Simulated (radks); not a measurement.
Q: Valence configurations of S3+ (all share [Ne]). Calculated with a radial shooting solver on a logarithmic mesh with Libxc functionals: scalar-relativistic Kohn-Sham, LDA (Slater exchange, Perdew-Wang correlation), spin-polarised, spherical densities, point nucleus; open shells are filled with parallel spins first. Order these by energy: 3s0.5 3p2.5; 3p3; 3s1.5 3p1.5; 3s2 3p1; 3s1 3p2.

A: From the lowest, in eV above it: 3s2 3p1 0.000; 3s1.5 3p1.5 4.837; 3s1 3p2 8.783; 3s0.5 3p2.5 14.790; 3p3 20.804. NIST lists [Ne] 3s2 3p1 as the ground configuration; this level of theory agrees among the configurations tried. The energies are those of spherical high-spin densities, not of single terms.
